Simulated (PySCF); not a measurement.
HgI, SMILES [Hg+][I], charge +1.

Coordinates come from a B3LYP-D3(BJ)/def2-TZVP optimisation. The spin state was assumed, not searched. The def2 effective core potentials stand for the cores of Hg, I; spin–orbit coupling is left out.

Level of theory: B3LYP-D3(BJ)/def2-TZVP (PySCF).

Frequencies are harmonic and unscaled.

Problem. Estimate the vibrational spectrum. (Estimate from the structure and the level; the computed values follow.)

Solution. 
```csv
mode,ν (cm⁻¹),IR (km/mol),Raman (Å⁴/amu),depolarisation,moving atoms (share of kinetic energy)
1,179,0.0,8.1,0.24,"I 61 %, Hg 39 %"
```
